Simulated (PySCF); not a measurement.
Compound: C7H10O.
Atom-mapped SMILES: `[CH3:1][CH2:2][C:3]1=[CH:4][CH2:5][CH:6]=[CH:7][O:8]1` (hydrogens: H9, H10, H11 on C1; H12, H13 on C2; H14 on C4; H15, H16 on C5; H17 on C6; H18 on C7)

Geometry (GFN2-xTB, Å), atoms numbered from 1 in this order:
```xyz
18
C7H10O angstrom
C     -2.4751    0.7997   -0.3291
C     -1.7381   -0.1310    0.6343
C     -0.2660   -0.1453    0.3427
C      0.3936   -1.1656   -0.1905
C      1.8668   -1.1324   -0.4890
C      2.4192    0.2098   -0.1033
C      1.6605    1.1574    0.4228
O      0.3269    1.0505    0.6785
H     -3.5366    0.8247   -0.0946
H     -2.0773    1.8082   -0.2505
H     -2.3520    0.4580   -1.3543
H     -2.1305   -1.1445    0.5514
H     -1.8880    0.2226    1.6567
H     -0.1370   -2.0740   -0.4288
H      2.0420   -1.3225   -1.5569
H      2.3857   -1.9314    0.0587
H      3.4691    0.3897   -0.2678
H      2.0281    2.1322    0.7083
```

Method used: CAM-B3LYP/def2-SVPD in PySCF (dipole) on a GFN2-xTB geometry, gas phase.

Take the most abundant isotopes and a rigid rotor. The values belong to one conformer with, in the numbering `[CH3:1][CH2:2][C:3]1=[CH:4][CH2:5][CH:6]=[CH:7][O:8]1`, C1–C2–C3–C4 -109°.

(1) Give the principal moments of inertia and the rotational constants in MHz.

(2) What kind of rotor is it?

(3) What does the inertial defect say?

(4) Give the other two planar moments, Paa and Pbb, and the rms extents of the mass along the axes.

(5) Where do the levels up to J = 2 lie, in MHz?

(6) Predict some low-J microwave lines.

(7) Estimate the classical rotational partition function at 25 K, 100 K and 500 K.

Results:

(1) Ia = 116.07, Ib = 334.22, Ic = 410.82 u·Å²; 505379 MHz·u·Å²/I gives A = 4354, B = 1512, C = 1230 MHz.

(2) An asymmetric top. Ray's parameter κ = (2B − A − C)/(A − C) = -0.819; −1 is the prolate and +1 the oblate limit.

(3) Not planar: Δ = Ic − Ia − Ib = -39.47 u·Å². For a rigid frame Δ = −2 Σ m c², so Σ m c² = 19.74 u·Å² lies off the ab plane: 7.85 from hydrogen and 11.88 from heavier atoms. The atom farthest from that plane is 1.56 Å away.

(4) Paa = Σ m a² = (Ib + Ic − Ia)/2 = 314.48 and Pbb = Σ m b² = (Ia + Ic − Ib)/2 = 96.34 u·Å². With the mass M = 110.07 u, the rms extents √(P/M) along a, b and c are 1.69, 0.94, 0.42 Å.

(5) Above 0(0,0):
J = 1: 1(0,1) 2742, 1(1,1) 5584, 1(1,0) 5866
J = 2: 2(0,2) 8207, 2(1,2) 10787, 2(1,1) 11633, 2(2,1) 20158, 2(2,0) 20178

(6) The dipole components are |μa| = 0.21 D, |μb| = 0.66 D, |μc| = 0.12 D. Intensities carry the squares of the components, which stand as 0.10 : 1.00 : 0.03 (a : b : c). Some lines, for components of 0.1 D or more:

```json
{"type": "c", "branch": "Q", "J(Ka,Kc)": "2(1,2) ← 2(0,2)", "MHz": "2580", "lower level (cm⁻¹)": "0.274"}
{"type": "c", "branch": "Q", "J(Ka,Kc)": "4(2,3) ← 4(1,3)", "MHz": "7579", "lower level (cm⁻¹)": "1.059"}
{"type": "b", "branch": "Q", "J(Ka,Kc)": "4(2,2) ← 4(1,3)", "MHz": "7872", "lower level (cm⁻¹)": "1.059"}
{"type": "b", "branch": "Q", "J(Ka,Kc)": "3(2,1) ← 3(1,2)", "MHz": "8215", "lower level (cm⁻¹)": "0.676"}
{"type": "b", "branch": "Q", "J(Ka,Kc)": "3(2,2) ← 3(1,3)", "MHz": "9806", "lower level (cm⁻¹)": "0.620"}
{"type": "b", "branch": "R", "J(Ka,Kc)": "3(1,3) ← 2(0,2)", "MHz": "10372", "lower level (cm⁻¹)": "0.274"}
{"type": "b", "branch": "Q", "J(Ka,Kc)": "4(2,3) ← 4(1,4)", "MHz": "10392", "lower level (cm⁻¹)": "0.966"}
{"type": "b", "branch": "Q", "J(Ka,Kc)": "5(2,4) ← 5(1,5)", "MHz": "11131", "lower level (cm⁻¹)": "1.397"}
{"type": "a", "branch": "R", "J(Ka,Kc)": "5(4,2) ← 4(4,1)", "MHz": "13756", "lower level (cm⁻¹)": "2.507"}
{"type": "c", "branch": "Q", "J(Ka,Kc)": "5(3,3) ← 5(2,3)", "MHz": "14418", "lower level (cm⁻¹)": "1.790"}
{"type": "b", "branch": "Q", "J(Ka,Kc)": "5(4,1) ← 5(3,2)", "MHz": "20806", "lower level (cm⁻¹)": "2.272"}
{"type": "c", "branch": "R", "J(Ka,Kc)": "3(3,0) ← 2(2,0)", "MHz": "23134", "lower level (cm⁻¹)": "0.673"}
{"type": "b", "branch": "R", "J(Ka,Kc)": "5(2,3) ← 4(1,4)", "MHz": "24724", "lower level (cm⁻¹)": "0.966"}
{"type": "b", "branch": "R", "J(Ka,Kc)": "4(3,2) ← 3(2,1)", "MHz": "25833", "lower level (cm⁻¹)": "0.950"}
{"type": "b", "branch": "R", "J(Ka,Kc)": "4(4,1) ← 3(3,0)", "MHz": "31851", "lower level (cm⁻¹)": "1.445"}
{"type": "b", "branch": "R", "J(Ka,Kc)": "4(4,0) ← 3(3,1)", "MHz": "31852", "lower level (cm⁻¹)": "1.445"}
{"type": "c", "branch": "R", "J(Ka,Kc)": "5(5,0) ← 4(4,0)", "MHz": "40560", "lower level (cm⁻¹)": "2.507"}
{"type": "c", "branch": "R", "J(Ka,Kc)": "5(5,1) ← 4(4,1)", "MHz": "40560", "lower level (cm⁻¹)": "2.507"}
```

(7) Point group C1, symmetry number σ = 1; q = (√π/σ)·√((kT/h)³/(ABC)), k/h = 20836.6 MHz/K: 7400 at 25 K, 59200 at 100 K, 662000 at 500 K.

No frequency check. No vibrational averaging or centrifugal distortion is included, and the geometry carries the error of its method. A rigid rotor knows nothing of internal rotation, which can split or shift real lines.

Time: 97 s wall; peak memory 1.1 GiB. Hardware: one thread, Intel Xeon at 2.70 GHz (x86_64), no GPU, shared host. This is the CAM-B3LYP/def2-SVPD job that gave the dipole, with the excitations it also computed.
